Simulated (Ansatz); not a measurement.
Al(NH3)Cl3 (AlNCl₃H₃), relaxed as a singlet with RKS r2SCAN-D4/def2-SVP in Ansatz, starting from the GFN2-xTB geometry. Force threshold 0.02 eV/Å.

Start:

```xyz
8

Al   -0.9807   -0.3289   -0.3591
N     0.9463    0.3161    0.3479
H     1.3756   -0.3994    0.9292
H     0.8589    1.1655    0.9006
H     1.5658    0.5073   -0.4356
Cl   -1.5023    1.3614   -1.4008
Cl   -1.8828   -0.6546    1.4554
Cl   -0.3807   -1.9674   -1.4375
```

```json
{"step": "1", "energy (eV)": "-45692.4351", "largest force component (eV/Å)": "1.513", "SCF passes": "24"}
{"step": "2", "energy (eV)": "-45692.6090", "largest force component (eV/Å)": "0.747", "SCF passes": "28"}
{"step": "3", "energy (eV)": "-45692.6279", "largest force component (eV/Å)": "0.181", "SCF passes": "28"}
{"step": "4", "energy (eV)": "-45692.6292", "largest force component (eV/Å)": "0.119", "SCF passes": "28"}
{"step": "5", "energy (eV)": "-45692.6314", "largest force component (eV/Å)": "0.020", "SCF passes": "28"}
{"step": "6", "energy (eV)": "-45692.6315", "largest force component (eV/Å)": "0.014", "SCF passes": "28"}
{"step": "7 (rejected)", "energy (eV)": "-45692.6287", "largest force component (eV/Å)": "0.471", "SCF passes": "27"}
{"step": "8", "energy (eV)": "-45692.6315", "largest force component (eV/Å)": "0.019", "SCF passes": "29"}
```

Force components are those of the run's own axes.

End:

Cartesian coordinates in Å:
```
Al -0.898 -0.300 -0.330
N 0.904 0.302 0.332
H 1.333 -0.396 0.946
H 0.838 1.175 0.863
H 1.554 0.466 -0.442
Cl -1.507 1.421 -1.410
Cl -1.882 -0.670 1.513
Cl -0.341 -1.998 -1.473
```

By distances, no bond broke or formed. The bond that changes most is Al1–N2, from 2.15 to 2.01 Å (atoms count from 1).

The force fell under the threshold at step 6, but the optimiser went on. No frequencies were taken in this run, so the end may be a saddle point.

Hardware: 4 threads of Arm Neoverse V1 on a shared host. Wall time 20 s.
